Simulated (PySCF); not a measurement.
An unknown is described by computed data only.

Elements present: C, F, H, O and Si. Monoisotopic mass: 154.0062 u.

- UV, strongest line: among the 10 lowest singlet transitions: S2 at 5.27 eV (235 nm, f = 0.778) [TDDFT B3LYP/def2-SVPD]
- Dipole: 2.93 D [B3LYP/def2-SVPD]
- Triplet: lowest triplet excitation (Tamm–Dancoff): 2.98 eV [TDA B3LYP/def2-SVPD]
- 13C NMR: chemical shifts (computed TMS as zero) by class: 155.8 (1 C), 137.3 (1 C), 128.1 (1 C), 94.2 (1 C) ppm [GIAO KT2/pcSseg-1]
- Rotational structure: rotational constants A, B, C: 4.241, 0.531, 0.475 GHz [PBE0-D3(BJ)/def2-SVP]
- UV, first state: lowest singlet excitation: 4.88 eV (254 nm, f = 0.000) [TDDFT B3LYP/def2-SVPD]

Electronic properties: PySCF, gas phase, density fitting. Levels stand in brackets. The structure is a single PBE0-D3(BJ)/def2-SVP conformer in the gas phase; no vibrational or solvent corrections. Each NMR value is the plain mean over a class of atoms that symmetry, rotation or inversion makes alike.

Problem. Which formula fits the mass and the elements?

Solution. C4H5F3OSi (calculated 154.0062). No other formula that holds each of these elements comes within 0.0003 u with a fitting electron parity and a possible valence count.

Problem. Give a SMILES that accounts for the data.

Solution. Numbering: `[F:1][C:2]([F:3])=[C:4]([F:5])/[CH:6]=[CH:7]\[O:8][SiH3:9]`. Its formula, C4H5F3OSi, gives 2 degrees of unsaturation: 0 rings and 2 π bonds in the structure found. 4 carbons fall into 4 classes; from least to most shielded: =CF2 carbon [C2] (155.8 ppm), vinylic carbon bearing oxygen [C7] (137.3 ppm), vinylic C–F carbon [C4] (128.1 ppm), alkene CH carbon [C6] (94.2 ppm). S1 is mainly HOMO→LUMO+1 (weight 0.97); the largest Löwdin shares of the orbital it empties are 0.19 on the =CF2 carbon, 0.17 on the vinylic carbon bearing oxygen, 0.16 on the alkene CH carbon and 0.14 on the vinylic C–F carbon, of the orbital it fills 0.36 on the oxygen-bound silicon, 0.11 on each of 2 atoms of one kind (Si–H hydrogen) and 0.10 on an Si–H hydrogen. By its constants the optimised geometry is an asymmetric top. Structure: `FC(F)=C(F)/C=C\O[SiH3]`. The assignments are read from this structure; whether some other isomer fits the data as well wasn't checked.

Conformer computed: `[F:1][C:2]([F:3])=[C:4]([F:5])/[CH:6]=[CH:7]\[O:8][SiH3:9]`: C2–C4–C6–C7 -179°, C6–C7–O8–Si9 180°.
